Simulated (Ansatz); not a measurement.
AlGa₅⁻, relaxed as a doublet with UKS PBE-D4/def2-SVPD in Ansatz, starting from the PBE-D4/def2-SVP geometry of the neutral singlet. Force threshold 0.02 eV/Å.

The structure comes from a short search, and lower isomers may exist.

Start:

```xyz
6

Al    0.018   -1.701   -1.337
Ga   -1.996   -0.749   -0.051
Ga    1.578   -0.828    0.485
Ga   -0.544    2.062    0.217
Ga   -0.479    0.087    1.829
Ga    1.424    1.129   -1.143
```

Estimate the energy that the relaxation releases and the steps that it takes.

25.4 kJ/mol, in 5 steps; 28 s on 4 threads of Arm Neoverse V2 on a shared host. The force fell under the threshold at step 4, but the optimiser went on. No frequencies were taken in this run, so the end may be a saddle point.

Does the start keep its bonding and symmetry?

Bonds formed: Al1–Ga6, Ga2–Ga4 (atoms count from 1).

Predict the relaxed structure.


Cartesian coordinates in Å:
```
Al 0.052 -1.492 -1.362
Ga -1.945 -0.573 -0.116
Ga 1.617 -0.860 0.652
Ga -0.646 1.917 0.120
Ga -0.365 0.017 1.911
Ga 1.286 0.991 -1.207
```
Bond lengths (bridged metal pairs left out): 6 × Ga–Ga 2.51 to 2.82 Å; 3 × Al–Ga 2.53 to 2.78 Å.
